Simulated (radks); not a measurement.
Coulomb parameter of the 4d shell of the palladium ion Pd+ in the model configuration [Kr] 4d8 5s1, as a second difference U = [E(n + 1) + E(n - 1) - 2 E(n)] / (1)^2 with all orbitals relaxed. "Bare": the charge of the atom changes with n. "Screened": the 5s shell takes up the change at fixed total charge, which measures U(4d,4d) + U(5s,5s) - 2 U(4d,5s). Method: scalar-relativistic Kohn-Sham, r2SCAN, spin-unpolarised, spherical densities, finite nucleus; meta-GGA in the generalised Kohn-Sham scheme; Fermi nuclear charge, rms radius 4.5318 fm; computed with a radial shooting solver on a logarithmic mesh with Libxc functionals.

| case | configuration | E - E(n) (eV) |
|---|---|---|
| start | [Kr] 4d8 5s1 | 0.000 |
| bare +1 | [Kr] 4d9 5s1 | -12.375 |
| bare -1 | [Kr] 4d7 5s1 | 24.733 |
| screened +1 | [Kr] 4d9 | -5.078 |
| screened -1 | [Kr] 4d7 5s2 | 6.887 |

U(bare) = 12.357 eV, U(screened by 5s) = 1.809 eV, against the Slater integral F0(4d,4d) = 17.758 eV with frozen orbitals.
